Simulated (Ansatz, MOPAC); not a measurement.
System: SiNH$_{2}$F$_{2}$, net charge 0, doublet state. SMILES: [Si](F)(N)F

Atoms: N1, Si2, F3, F4, H5, H6. Bonds: N1-Si2, N1-H5, N1-H6, Si2-F3, Si2-F4.

Bond lengths (Å) and angles (degrees) optimised at PM6 with MOPAC; HF/6-31G* with Ansatz (an electronic-structure program); B3LYP/6-31G* with Ansatz; MP2/6-31G* with Ansatz, each started from the B3LYP-D3(BJ)/def2-TZVP structure (Ansatz) of the last column. A row stands for all coordinates that are equal there. 6-31G* holds six Cartesian d functions. At HF/6-31G* the structure is a saddle point. No wavenumbers were computed at MP2/6-31G*, so these may be saddle points.

```tsv
coordinate	PM6	HF/6-31G*	B3LYP/6-31G*	MP2/6-31G*	B3LYP-D3(BJ)/def2-TZVP
N1-Si2	1.674	1.700	1.729	1.714	1.711
N1-H5	1.014	0.998	1.015	1.013	1.010
Si2-F3	1.541	1.588	1.611	1.612	1.602
N1-Si2-F3	120.9	107.7	106.7	107.3	107.1
F3-Si2-F4	118.1	108.8	109.1	109.7	109.0
Si2-N1-H5	124.9	121.8	118.3	120.1	119.5
H5-N1-H6	110.2	112.6	110.7	112.0	111.4
```

Mean signed difference of all 5 bond lengths from B3LYP-D3(BJ)/def2-TZVP: PM6 -0.030 Å, HF/6-31G* -0.013 Å, B3LYP/6-31G* 0.010 Å, MP2/6-31G* 0.006 Å.
